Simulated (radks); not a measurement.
Results of a calculation; reference values are marked as such.
Q: The mean radii <r> (bohr) of the occupied orbitals of an atom or ion are listed with their occupations. Level of theory: scalar-relativistic Kohn-Sham, PBE, spin-polarised, spherical densities, point nucleus (a radial shooting solver on a logarithmic mesh with Libxc functionals).

orbital  occ.      <r>
1s up       1  0.02232
1s down     1  0.02232
2s up       1  0.09511
2s down     1  0.09510
2p up       3  0.08389
2p down     3  0.08389
3s up       1   0.2496
3s down     1   0.2494
3p up       3   0.2481
3p down     3   0.2479
3d up       5   0.2261
3d down     5   0.2257
4s up       1   0.5665
4s down     1   0.5663
4p up       3   0.6001
4p down     3   0.5997
4d up       5   0.6552
4d down     5   0.6546
5s up       1    1.345
5s down     1    1.364
5p up       3    1.544
5p down     1    1.582
4f up       7   0.8989
6s up       1    3.324
6p up       2    3.986

Name the element and its charge. Open shells, if any, are filled with parallel spins first.

A: Z = 63, europium, charge +1: Eu+ in [Kr] 4d10 4f7 5s2 5p4 6s1 6p2. The 1s radius gives Z: for a bare nucleus <r> = (2 gamma + 1)/(2Z) with gamma = sqrt(1 - (Z/c)^2), 0.02203 bohr for Z = 63, and screening makes it slightly larger (0.02232 here). The occupations add up to 62, and the charge is Z minus that.
